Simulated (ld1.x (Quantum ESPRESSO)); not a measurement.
**niobium (Nb): excitation energies, all-electron against RRKJ**

- Element: niobium
- Generator: ld1.x (Quantum ESPRESSO) 7.5
- Type: norm-conserving RRKJ (Kleinman–Bylander form)
- Functional: Wu–Cohen
- Relativity: scalar-relativistic
- Frozen core: [Ar] 3d10 4s2
- Valence charge: 11
- Reference configuration: 4p6 4d4 5s0.5 5p0.5
- Partial waves: 4p (bound): rc 2.10 bohr; 4d (bound): rc 1.75 bohr; 5s (bound): rc 2.85 bohr
- Local potential: the s channel
- Core correction: none
- rho0: 0.02

Occupied shells without a wave of their own: 5p. They enter only through the test configuration that unscreens the potential.

Energies are relative to the spin-unpolarised reference configuration 4p6 4d4 5s0.5 5p0.5; without spin polarisation the order of configurations can differ from experiment.

| valence configuration | charge | ΔE all-electron (eV) | error AE − PS (meV) |
| --- | --- | --- | --- |
| 4p6 4d4 5s1 5p0 | 0 | -1.497 | +163 |
| 4p6 4d4 5s0 5p0 | +1 | 5.138 | +343 |
| 4p6 4d3 5s0 5p0 | +2 | 19.154 | +620 |
| 4p6 4d5 5s0 5p0 | 0 | -0.209 | +83 |
| 4p6 4d1 5s0 5p0 | +4 | 80.724 | +1048 |

(1) What are ΔE and the potential's error for 4p6 4d2 5s0 5p0?

(2) What are ΔE and the potential's error for 4p6 4d4 5s0 5p1?

The potential misses its own reference levels by up to 0.4 eV.

## Answers

(1) ΔE = 43.849 eV all-electron; the error (AE − PS) is +837 meV.

(2) ΔE = 1.532 eV all-electron; the error (AE − PS) is -197 meV.

These tests converged, but a pseudo level misses the all-electron one widely, so the file describes the atom poorly there or has found another state: 4p6 4d2 5s0 5p0: empty 5p by 2.3 eV; 4p6 4d1 5s0 5p0: empty 5p by 3.4 eV. ld1.x printed “convergence not achieved” for 1 of the counted tests; its residual had stalled under 1e-8, short of the target of 1e-14. The 5p level has no wave, so the channel is fitted at the deeper level alone: the likely source of the large errors.
